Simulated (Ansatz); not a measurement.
The same redistribution along the group Si, Ge, Sn.

Gas-phase electronic energies from Ansatz, PBE0-D4/def2-TZVP geometries. CCSD(T)/CBS is the MP2 limit (def2-TZVPP, def2-QZVPP) plus CCSD(T) − MP2 in def2-TZVPP, frozen cores. Functionals use def2-TZVPP. Elements past krypton have def2 core potentials. For Ge, Se, Sn outer-core shells are correlated without core-valence functions, which leaves a few kJ/mol of doubt a bond. Scalar relativity is left out up to krypton. Each species was taken in one conformer, which may not be the lowest.

| reaction | B2PLYP (eV) | revPBE-D4 (eV) | CCSD(T)/CBS(def2) (eV) |
| --- | --- | --- | --- |
| `S[SiH](Cl)Cl` + `ClB(Cl)[SeH]` → `S[Si](Cl)(Cl)Cl` + `ClB[SeH]` | -0.18 | -0.18 | -0.20 |
| `[SH][GeH]([Cl])[Cl]` + `ClB(Cl)[SeH]` → `[SH][Ge]([Cl])([Cl])[Cl]` + `ClB[SeH]` | 0.04 | 0.08 | 0.06 |
| `[SH][SnH]([Cl])[Cl]` + `ClB(Cl)[SeH]` → `[SH][Sn]([Cl])([Cl])[Cl]` + `ClB[SeH]` | -0.11 | -0.05 | -0.13 |

Largest T1 diagnostic: 0.012, for `ClB[SeH]`.
